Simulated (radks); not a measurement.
The numbers below are computed, except where a source is named.
Q: Mean orbital radii <r> (bohr) of neutral tungsten, [Xe] 4f14 5d4 6s2, of relativity; Dirac values are averaged over j with weights 2j + 1. Spin-unpolarised spherical Kohn-Sham, PBE, point nucleus unless stated (finite: rms radius 5.3658 fm), a radial shooting solver on a logarithmic mesh with Libxc functionals. A level marked "c x" has the speed of light scaled by that factor and shares open shells by 2j + 1; other Dirac levels either fill j = l - 1/2 first or share by 2j + 1.

| shell | non-rel. |
|---|---|
| 3s | 0.2197 |
| 3p | 0.2097 |
| 3d | 0.1839 |
| 4s | 0.4899 |
| 4p | 0.4970 |
| 4d | 0.5137 |
| 5s | 1.170 |
| 4f | 0.5889 |
| 5p | 1.296 |
| 5d | 1.977 |
| 6s | 3.525 |
| 6p (empty) | 4.911 |

Give the values at the level "Dirac, 2j+1 shares, finite nucleus".

A: 
shell       Dirac, 2j+1 shares, finite nucleus  change of magnitude (%)
3s                                      0.2006                    -8.70
3p                                      0.2004                    -4.46
3d                                      0.1824                    -0.85
4s                                      0.4495                    -8.24
4p                                      0.4768                    -4.07
4d                                      0.5116                    -0.40
5s                                       1.068                    -8.68
4f                                      0.6085                    +3.33
5p                                       1.247                    -3.77
5d                                       2.078                    +5.07
6s                                       3.178                    -9.85
6p (empty)                               4.821                    -1.83
